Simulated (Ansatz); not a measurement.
Cost and result for the atomization energy of C2H5ClGeO, SMILES `Cl[C]1([GeH3])CO1` (10 atoms, 10 bonds).

Cartesian coordinates in Å:
```
Cl 1.122 1.970 -0.296
C 0.510 0.335 0.020
Ge -1.408 0.308 0.456
C 1.226 -0.774 -0.605
O 1.356 -0.473 0.781
H -1.616 1.079 1.763
H -1.812 -1.165 0.616
H -2.183 0.963 -0.693
H 2.099 -0.544 -1.208
H 0.706 -1.700 -0.835
```

Total charge 0; spin multiplicity 1. Correlated methods include outer-core shells of Ge, which these sets cover unevenly. Scalar relativity is left out up to krypton. Geometry: relaxed with PBE0-D4/def2-TZVP. Program: Ansatz. All runs use 4 threads of an Arm Neoverse V1 on a shared host. Times are those of one run each, without the atoms' runs, and a repeat can differ threefold. Electronic energies, without spin–orbit coupling; frozen cores. CCSD(T)/CBS adds CCSD(T) − MP2 in def2-TZVPP to the MP2 limit, and its time is that of the two runs behind it. T1 = 0.012. With those shells the extrapolation isn't a true limit. B3LYP takes the VWN-RPA correlation (the form of Gaussian; ORCA's B3LYP/G). HSE06 is the plane-wave form, built on full-range PBE exchange.

CCSD(T)/CBS is a level of theory with its own doubt, some kJ/mol a heavy atom from the limit and from the frozen cores, so smaller differences don't rank the functionals.

| level | functions | wall time | atomization (kcal/mol) | difference from CCSD(T)/CBS | per bond |
| --- | --- | --- | --- | --- | --- |
| revPBE-D4/def2-TZVPP | 253 | 2.1 s | 810.7 | -0.9 | -0.1 |
| PBE0-D4/def2-TZVPP | 253 | 3.6 s | 814.4 | 2.8 | 0.3 |
| BHLYP-D4/def2-TZVPP | 253 | 4 s | 775.0 | -36.6 | -3.7 |
| HSE06-D4/def2-TZVPP | 253 | 4.2 s | 814.9 | 3.3 | 0.3 |
| B3LYP-D4/def2-TZVPP (with forces) | 253 | 6 s | 804.4 | -7.2 | -0.7 |
| B2PLYP/def2-TZVPP | 253 | 6.5 s | 797.8 | -13.8 | -1.4 |
| PBE-QIDH/def2-TZVPP | 253 | 7 s | 807.7 | -3.9 | -0.4 |
| ωB97X-V/def2-TZVPP | 253 | 9 s | 815.9 | 4.3 | 0.4 |
| CCSD(T)/def2-SVP | 117 | 9 s | 763.6 | -48.0 | -4.8 |
| ωB97M-V/def2-TZVPP (with forces) | 253 | 13 s | 811.1 | -0.5 | -0.1 |
| MP2/def2-QZVPP | 480 | 27 s | 820.2 | 8.6 | 0.9 |
| CCSD(T)/def2-TZVPP | 253 | 3.7 min | 790.9 | -20.7 | -2.1 |
| CCSD(T)/CBS(def2) | – | 4.1 min | 811.6 | 0.0 | 0.0 |

Leaving LDA and LC-ωPBE aside and taking each functional with its dispersion term where it has one, the values, not all of them listed here, spread over 59.0 kcal/mol, from BHLYP-D4 to PBE-D4. LDA lies +124.4 kcal/mol from PBE without D4, its usual overbinding. From r2SCAN to r2SCAN0 (25 % exact exchange), in def2-TZVPP and without D4, the atomization energy moves by −17.5 kcal/mol: exact exchange takes away binding that semilocal exchange gives to molecules. The D4 term adds +9.1 kcal/mol with B3LYP and +4.7 kcal/mol with PBE0; it sums over pairs of atoms, weighted by their polarisabilities, and B3LYP, whose exchange is more repulsive, gets the larger term.

For some Ge, Se and Sn compounds the MP2-based and the directly extrapolated limit differ by 10 to 25 kJ/mol.
